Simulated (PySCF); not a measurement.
## Identify the compound

The spectra below were simulated for a compound C9H18.

¹H NMR (400 MHz, computed): δ 2.00 (q, 2H), 1.87 (t, 2H), 1.80 (s, 3H), 1.80 (s, 3H), 1.32 (m, 2H), 1.05 (t, 3H), 0.97 (t, 3H).

¹³C{¹H} NMR (computed): δ 137.9 (C), 136.8 (C), 43.4 (CH2), 33.7 (CH2), 25.6 (CH2), 20.4 (CH3), 20.2 (CH3), 17.5 (CH3), 14.1 (CH3).

Computational details: shieldings: GIAO PBE0/pcSseg-1, GFN2-xTB structure, in PySCF 2.14 (in vacuum, rapidly exchanging positions averaged, non-relativistic, one conformer).

Chemical shifts δ = σref − σ; ¹H and ¹³C against TMS, all at this level.

Task: Propose a structure and justify it.

Result: 
1. The formula gives 1 degree of unsaturation (no ring in the answer).
2. 9 carbon signals for 9 carbons: no two carbons are equivalent.
3. Carbon types of the structure: 2 × C, 3 × CH2, 4 × CH3, which accounts for all hydrogens.
4. δC 137.9, 136.8: fully substituted alkene carbon; as expected for a trigonal carbon in a double bond.
5. δC 43.4, 33.7: allylic sp3 CH2; aliphatic region, no heteroatom directly attached.
6. δC 25.6: sp3 CH2; saturated and bonded to C and H only.
7. δC 20.4, 20.2: allylic methyl carbon; saturated and bonded to C and H only.
8. δC 17.5, 14.1: methyl carbon; a saturated carbon with 1 carbon neighbour and no heteroatom attached.
9. δH 2.00, 1.87: hydrogen on an allylic sp3 CH2; allylic position.
10. δH 1.80, 1.80: hydrogen on an allylic methyl carbon; allylic position.

The compound is SMILES CCC/C(C)=C(\C)CC.

The data come from this structure; uniqueness wasn't tested.

Shifts are as computed. Against solution values, carbons near 30 ppm lie about +3 ppm off and those near 130 ppm about +5 ppm. Of 1211 compounds with measured shifts, 218 miss one by over three times the rms of a fit or turn the order of signals round; such compounds aren't used in these exercises. Multiplicities follow the n + 1 count of equivalent neighbours, as no J values were calculated; m marks all less simple cases, F and P coupling included.
